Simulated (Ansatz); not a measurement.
Relaxation of ClH$_{5}$OSn (8 atoms, charge 0, multiplicity 1), to a largest force component of 0.03 eV/Å in at most 50 steps.

The calculation used RKS r2SCAN-D4/def2-SVP in Ansatz 0.2.0.

```xyz
8
Properties=species:S:1:pos:R:3:forces:R:3
Sn 0.429 -0.248 -0.443 0.10 -0.10 0.18
O -0.635 -0.164 2.529 0.56 -0.44 0.07
H -1.242 -0.905 2.686 0.14 0.13 -0.05
H 1.239 -0.345 -1.953 -0.03 0.00 0.01
H 0.458 1.329 0.192 0.00 -0.01 -0.02
H -1.089 -1.023 -0.506 0.00 0.02 0.01
Cl 1.834 -1.612 0.953 -0.14 0.12 -0.04
H 0.247 -0.575 2.685 -0.63 0.27 -0.15
```

Task: Where does it end, and by what steps?

Result: The forces met the threshold. After 4 steps the energy has fallen by 0.024 eV; H3 moved furthest, 0.15 Å.

| step | energy less start (eV) | largest force component (eV/Å) | accepted |
| --- | --- | --- | --- |
| 0 | 0.0000 | 0.628 | yes |
| 1 | -0.0047 | 0.455 | yes |
| 2 | 0.0067 | 1.450 | no |
| 3 | -0.0205 | 0.134 | yes |
| 4 | -0.0239 | 0.022 | yes |

```xyz
8
Properties=species:S:1:pos:R:3
Sn 0.403 -0.236 -0.347
O -0.578 -0.193 2.408
H -1.223 -0.903 2.533
H 1.181 -0.398 -1.872
H 0.467 1.373 0.196
H -1.125 -0.991 -0.399
Cl 1.847 -1.561 1.037
H 0.270 -0.635 2.587
```

The run took 17 s on 2 threads of Arm Neoverse V1, on a shared host, peak memory 0.14 GiB.
